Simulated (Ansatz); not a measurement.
`[CH3][In]([CH3])[F]` + `OB[SiH]1C[SiH2]1` → `[CH3][In]([OH])[F]` + `CB[SiH]1C[SiH2]1`  (redistribution)

Calculated with Ansatz (gas phase, PBE0-D4/def2-TZVP geometries, no zero-point term in ΔE). CCSD(T)/CBS adds triple-zeta CCSD(T) − MP2 to the extrapolated MP2 energy (def2 sets, frozen cores). DFT in def2-TZVPP. def2 core potentials past Kr. For In outer-core shells are correlated without core-valence functions, which leaves a few kJ/mol of doubt a bond. Each species was taken in one conformer, which may not be the lowest.

`[CH3][In]([CH3])[F]`:

Cartesian coordinates in Å:
```
C -1.325 0.634 -1.426
In 0.285 -0.089 -0.232
C 0.913 -0.506 1.761
F 1.779 -0.552 -1.447
H -2.195 0.904 -0.828
H -0.980 1.507 -1.982
H -1.600 -0.141 -2.143
H 0.141 -0.277 2.495
H 1.178 -1.563 1.827
H 1.806 0.084 1.974
```

`OB[SiH]1C[SiH2]1`:

Cartesian coordinates in Å:
```
O -1.511 1.471 1.101
B -0.161 1.523 1.188
Si 0.889 0.380 -0.070
C -0.058 -0.503 -1.474
Si 0.316 -1.811 -0.175
H -1.961 1.996 1.769
H 0.361 2.200 2.036
H 2.298 0.734 -0.376
H -1.094 -0.196 -1.598
H 0.456 -0.595 -2.428
H 1.297 -2.853 -0.562
H -0.833 -2.348 0.590
```

`[CH3][In]([OH])[F]`:

Cartesian coordinates in Å:
```
C -0.473 0.281 1.261
In -0.071 -0.330 -0.735
O 1.431 -0.120 -1.998
F -1.430 -1.360 -1.686
H -0.472 1.369 1.318
H -1.449 -0.105 1.549
H 0.294 -0.113 1.927
H 2.169 0.377 -1.635
```

`CB[SiH]1C[SiH2]1`:

Cartesian coordinates in Å:
```
C -1.568 1.675 -0.048
B -0.576 0.601 0.554
Si 1.322 0.560 0.136
C 1.804 -1.255 0.281
Si 0.022 -1.374 -0.344
H -2.549 1.226 -0.237
H -1.230 2.128 -0.983
H -1.739 2.483 0.671
H -0.864 0.054 1.592
H 1.790 1.056 -1.200
H 2.599 -1.615 -0.366
H 1.914 -1.625 1.299
H -0.868 -2.253 0.443
H -0.059 -1.661 -1.797
```

| level | ΔE (kJ/mol) |
| --- | --- |
| PBE-D4 | 44.8 |
| PBE0-D4 | 54.9 |
| HF/def2-QZVPP | 110.4 |
| SCS-MP2/def2-QZVPP | 56.9 |

(1) What does CCSD(T)/CBS give? (Best estimate.)

Largest T1 diagnostic among the species: 0.016.

Answers

(1) Computed: +53.9 kJ/mol. The listed levels differ from it by -9.1, 1.0, 56.5, 3.0 kJ/mol.

The D4 term adds −6.6 kJ/mol with B3LYP and −3.4 kJ/mol with PBE0; it sums over pairs of atoms, weighted by their polarisabilities, and B3LYP, whose exchange is more repulsive, gets the larger term. In def2-TZVPP, CCSD(T) changes the Hartree–Fock value by −50.5 kJ/mol (the triples alone add −9.9 kJ/mol) and MP2 by −59.5 kJ/mol.

B3LYP here is the variant with VWN-RPA as its local correlation; programs differ in this.
